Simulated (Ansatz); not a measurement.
Nb2(F)10 (Nb2F10). Charge 0, multiplicity 1. Geometry PBE-D4/def2-SVP, basis def2-TZVP, Ansatz.

```xyz
12

Nb   -0.3191   -0.5116    1.6138
F    -0.7108    1.3018    1.8568
F    -1.9156   -1.1003    2.3231
F     0.1600   -2.1836    0.9240
F     0.8555   -0.5977    3.0319
F    -1.1586   -0.2102   -0.2963
Nb    0.3191    0.5116   -1.6138
F     0.7108   -1.3018   -1.8567
F     1.9156    1.1004   -2.3231
F    -0.1602    2.1836   -0.9240
F    -0.8554    0.5977   -3.0321
F     1.1585    0.2102    0.2963
```

```json
{"run": "A", "HOMO (eV)": "-10.38", "LUMO (eV)": "-5.04"}
{"run": "B", "HOMO (eV)": "-10.96", "LUMO (eV)": "-5.11"}
{"run": "C", "HOMO (eV)": "-12.54", "LUMO (eV)": "-4.45"}
{"run": "D", "HOMO (eV)": "-10.69", "LUMO (eV)": "-5.34"}
{"run": "E", "HOMO (eV)": "-12.22", "LUMO (eV)": "-4.70"}
```

In the def2 sets Nb takes a core potential; there is no spin–orbit coupling. B3LYP takes the VWN-RPA correlation.

Problem. The runs used B3LYP, LDA (SPW92), PBE, PBE0, r2SCAN. Estimate which is which.

Solution. A PBE (0 % exact exchange); B r2SCAN (0 % exact exchange); C PBE0 (25 % exact exchange); D LDA (SPW92) (0 % exact exchange); E B3LYP (20 % exact exchange). Exact exchange lowers occupied and raises empty levels; among semilocal functionals meta-GGAs tend to open the gap a little, and such runs are hard to tell apart. The gap grows from 5.34 eV (PBE) to 8.08 eV (PBE0).
